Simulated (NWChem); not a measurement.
System: CH₃BF₂O; SMILES OCB(F)F

```xyz
8

O      0.0659    -1.9440     0.0967
C     -0.7449    -0.8121    -0.0762
B     -0.0038     0.5663     0.0046
F     -0.6613     1.7088     0.0450
F      1.3169     0.6289    -0.0067
H      0.9044    -1.7866    -0.3489
H     -1.3132    -0.8319    -1.0349
H     -1.5308    -0.8277     0.7001
```
Atoms are numbered in this order, from 1.

All runs: NWChem. Pople sets run with spherical d functions. Coordinates come from a PBE0/def2-SVP optimisation. Vertical excitations in the gas phase; the lowest state need not have the same character in each row.

| level | lowest excitation, singlet (eV) | oscillator strength of that lowest state | lowest state with f > 0.02, singlet (eV) | oscillator strength of that bright state | orbital gap (eV) |
|---|---|---|---|---|---|
| PBE/6-31G*, TDA | 5.57 | 0.016 | 7.25 | 0.020 | 5.37 |
| B3LYP/6-31G*, TDA | 6.66 | 0.023 | 6.66 | 0.023 | 7.69 |
| CAM-B3LYP/6-31G*, TDA | 7.34 | 0.030 | 7.34 | 0.030 | 10.93 |
| BHandHLYP/6-31G*, TDA | ? | ? | ? | ? | ? |

**Question.** Fill in the missing entries.

**Answer.** 
- BHandHLYP/6-31G*, TDA, lowest excitation, singlet (eV): 8.05
- BHandHLYP/6-31G*, TDA, oscillator strength of that lowest state: 0.037
- BHandHLYP/6-31G*, TDA, lowest state with f > 0.02, singlet (eV): 8.05
- BHandHLYP/6-31G*, TDA, oscillator strength of that bright state: 0.037
- BHandHLYP/6-31G*, TDA, orbital gap (eV): 11.11
